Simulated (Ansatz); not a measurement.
Two structures of SiNH₉O₂, closed shell, reached by relaxing down either side of one saddle point (PBE0-D4/def2-TZVP). Energies are electronic, without zero-point energy. Program: Ansatz 0.2.0. Basis: def2-TZVPP and def2-QZVPP. Cores are frozen in the correlated methods. Extrapolation: Hartree–Fock as exp(−7.88 √X), correlation as X^−2.97. First:

```
13
angstrom
Si -1.1155 -0.4271 -1.2733
H 0.2653 -0.8704 -0.9339
H -1.1620 0.7022 -2.2193
H -1.8990 -0.2027 -0.0277
O -1.8509 -1.6543 -2.1265
H 0.6276 1.2148 0.6422
O 0.0847 1.6249 -0.0663
H 1.7971 -0.6633 1.1356
N 1.7245 0.1677 1.7112
H -1.9635 -2.4903 -1.6743
H -0.5555 2.1846 0.3772
H 2.6599 0.5356 1.8340
H 1.3870 -0.1218 2.6208
```

Second:

```json
{"atom": "Si1", "x (Å)": "-1.4876", "y (Å)": "0.7241", "z (Å)": "-0.8389"}
{"atom": "H2", "x (Å)": "0.2322", "y (Å)": "-3.3349", "z (Å)": "0.5806"}
{"atom": "H3", "x (Å)": "-2.4591", "y (Å)": "0.1046", "z (Å)": "-1.7752"}
{"atom": "H4", "x (Å)": "-2.0865", "y (Å)": "0.9555", "z (Å)": "0.5008"}
{"atom": "O5", "x (Å)": "-0.2247", "y (Å)": "-0.2973", "z (Å)": "-0.7791"}
{"atom": "H6", "x (Å)": "1.3904", "y (Å)": "0.7128", "z (Å)": "1.9261"}
{"atom": "O7", "x (Å)": "-1.0976", "y (Å)": "2.2462", "z (Å)": "-1.3397"}
{"atom": "H8", "x (Å)": "0.0538", "y (Å)": "-2.7198", "z (Å)": "0.1935"}
{"atom": "N9", "x (Å)": "1.6607", "y (Å)": "0.0213", "z (Å)": "1.2371"}
{"atom": "H10", "x (Å)": "0.4585", "y (Å)": "-0.1490", "z (Å)": "-0.0813"}
{"atom": "H11", "x (Å)": "-0.7640", "y (Å)": "2.3320", "z (Å)": "-2.2340"}
{"atom": "H12", "x (Å)": "2.5804", "y (Å)": "0.2734", "z (Å)": "0.8966"}
{"atom": "H13", "x (Å)": "1.7434", "y (Å)": "-0.8690", "z (Å)": "1.7132"}
```

Task: Which bonds change from the first to the second?

Result: SiH₄O ([OH][SiH3]) + H₂O + NH₃ → SiH₄O₂ ([OH][SiH2][OH]) + NH₃ + H₂; bonds formed: Si1–O7, H2–H8, H6–N9; bonds broken: Si1–H2, H6–O7, H8–N9.

Task: Give the saddle point's structure and its height above each. (An estimate is asked for; the value comes from the calculation.)

Result: By the calculation: 1.047 eV above the first and 1.980 eV above the second (CCSD(T) at an estimated basis limit (MP2 extrapolated from triple and quadruple zeta, plus CCSD(T) − MP2 in triple zeta)).
```tsv
atom	x (Å)	y (Å)	z (Å)
Si1	-1.1773	-0.1083	-0.7363
H2	-0.1884	-1.1001	0.1331
H3	-1.8629	0.9490	-1.5940
H4	-2.2884	-0.3612	0.2419
O5	-0.9620	-1.1213	-2.0528
H6	0.9311	0.8437	0.7165
O7	-0.0538	1.1656	-0.1787
H8	0.9540	-0.7240	1.0259
N9	1.5205	0.1066	1.3574
H10	-0.5095	-1.9301	-1.8019
H11	-0.2809	2.0135	-0.5671
H12	2.4961	0.0180	1.1004
H13	1.4214	0.2487	2.3554
```

T1 diagnostic: at most 0.012.

Labels in which every atom is bracketed show which atoms are joined, not bond orders.

For scale, one of the runs: CCSD(T)/def2-TZVPP, 261 basis functions, launched by `ansatz run in.yaml --threads 8 --pin off --events-out ev --progress --plain --max-ram 19148MiB`. Hardware: 8 CPU threads of an AMD EPYC 7R43, shared host. Wall time 86 s; peak host memory 6.4 GiB.
